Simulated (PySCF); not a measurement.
## Mayer bond orders and bond lengths

Species: C3H6F2OSi.
SMILES with atom numbers: `[F:1]/[CH:2]=[CH:3]/[O:4][SiH2:5][CH2:6][F:7]` (hydrogens: H8 on C2; H9 on C3; H10, H11 on Si5; H12, H13 on C6)

Structure used (GFN2-xTB), in Å, numbered top down from 1:
```
atom  x, y, z in Å
F1     3.8155    0.8710   -0.3468
C2     2.5450    0.5082   -0.5877
C3     1.6679    0.4370    0.4014
O4     0.3922    0.0767    0.1827
Si5   -0.8578   -0.0776    1.2232
C6    -2.2335   -0.6213    0.0188
F7    -3.4099   -0.8098    0.7161
H8     2.3523    0.2977   -1.6271
H9     1.9559    0.6689    1.4179
H10   -0.5872   -1.1054    2.2290
H11   -1.1770    1.2004    1.8600
H12   -2.4504    0.1256   -0.7494
H13   -2.0174   -1.5709   -0.4776
```

Bond orders from the PBE0/pcSseg-1 density (PySCF). The structure is a single GFN2-xTB conformer in the gas phase; no vibrational or solvent corrections.

Q: How far do the computed orders between heavy atoms stray from the drawn ones?

A: The largest departure is 0.160, at C6–F7 (drawn single, 0.840). Drawn single, order below 0.88: C6–F7 (0.840).

Q: Set the Mayer orders of the bonds beside their lengths.

A: 
```tsv
bond	drawn as	length (Å)	Mayer order
F1–C2	single	1.343	0.938
C2–C3	double	1.324	1.857
C3–O4	single	1.344	0.961
O4–Si5	single	1.634	0.912
Si5–C6	single	1.908	0.917
C6–F7	single	1.380	0.840
C2–H8	single	1.078	0.968
C3–H9	single	1.082	0.934
Si5–H10	single	1.463	0.926
Si5–H11	single	1.463	0.926
C6–H12	single	1.093	0.947
C6–H13	single	1.093	0.947
```

Bonds between the same two heavy elements. C–F: lowest C6–F7 (0.840, 1.380 Å), highest F1–C2 (0.938, 1.343 Å).

Q: Sum the orders of all bonds at each heavy atom with more than one neighbour and set the sums beside the valence in the SMILES.

A: C2 3.763 (drawn 4), C3 3.752 (drawn 4), O4 1.873 (drawn 2), Si5 3.681 (drawn 4), C6 3.651 (drawn 4). Orders between atoms that aren't bonded are not in these sums.

The Mayer order sums products of elements of PS (density times overlap matrix) between the two atoms' basis functions, so it depends on the basis set.
